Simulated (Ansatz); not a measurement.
CH7AsSi2 (`[SiH3][As]1C[SiH2]1`), 11 atoms. Charge 0, multiplicity 1. Correlated methods include outer-core shells of As, which these sets cover unevenly. Scalar relativity is left out up to krypton. All runs use 4 threads of a server CPU on a shared host. Correlated methods freeze the cores.

Question: Give the basis size and wall time and peak host memory of each of these runs in Ansatz. RKS SPW92 (LDA)/def2-TZVPP energy; RKS ωB97M-V/def2-QZVPP energy; RKS PBE0-D4/def2-QZVPP energy; RKS PBE0-D4/def2-SVP energy; RHF-CCSD(T)/def2-TZVPP energy; RKS ωB97X-V/def2-TZVPP energy; RKS PBE0-D4/def2-TZVP frequencies; RHF-MP2/def2-QZVPP energy; RHF-CCSD(T)/def2-SVP energy; direct RPA on PBE orbitals/def2-TZVPP energy; RKS ωB97M-V/def2-SVP energy; RKS PBE-QIDH (frozen core)/def2-TZVPP energy. (Estimate.)

Answer: Ansatz gave: Other jobs shared the machine, so times are rough.

```json
{"level": "RKS PBE0-D4/def2-SVP", "job": "energy", "functions": "117", "wall time": "1.2 s", "peak host memory (GiB)": "0.27"}
{"level": "RKS SPW92 (LDA)/def2-TZVPP", "job": "energy", "functions": "261", "wall time": "1.2 s", "peak host memory (GiB)": "0.39"}
{"level": "direct RPA on PBE orbitals/def2-TZVPP", "job": "energy", "functions": "261", "wall time": "4.7 s", "peak host memory (GiB)": "0.65"}
{"level": "RHF-CCSD(T)/def2-SVP", "job": "energy", "functions": "117", "wall time": "5.5 s", "peak host memory (GiB)": "0.55"}
{"level": "RKS ωB97M-V/def2-SVP", "job": "energy", "functions": "117", "wall time": "5.5 s", "peak host memory (GiB)": "0.41"}
{"level": "RKS PBE-QIDH (frozen core)/def2-TZVPP", "job": "energy", "functions": "261", "wall time": "6 s", "peak host memory (GiB)": "0.75"}
{"level": "RKS ωB97X-V/def2-TZVPP", "job": "energy", "functions": "261", "wall time": "8.5 s", "peak host memory (GiB)": "1"}
{"level": "RKS PBE0-D4/def2-QZVPP", "job": "energy", "functions": "496", "wall time": "9.5 s", "peak host memory (GiB)": "2.3"}
{"level": "RKS ωB97M-V/def2-QZVPP", "job": "energy", "functions": "496", "wall time": "23 s", "peak host memory (GiB)": "2.7"}
{"level": "RHF-MP2/def2-QZVPP", "job": "energy", "functions": "496", "wall time": "23 s", "peak host memory (GiB)": "3.4"}
{"level": "RHF-CCSD(T)/def2-TZVPP", "job": "energy", "functions": "261", "wall time": "2.4 min", "peak host memory (GiB)": "5.7"}
{"level": "RKS PBE0-D4/def2-TZVP", "job": "frequencies", "functions": "195", "wall time": "2.7 min", "peak host memory (GiB)": "0.62"}
```
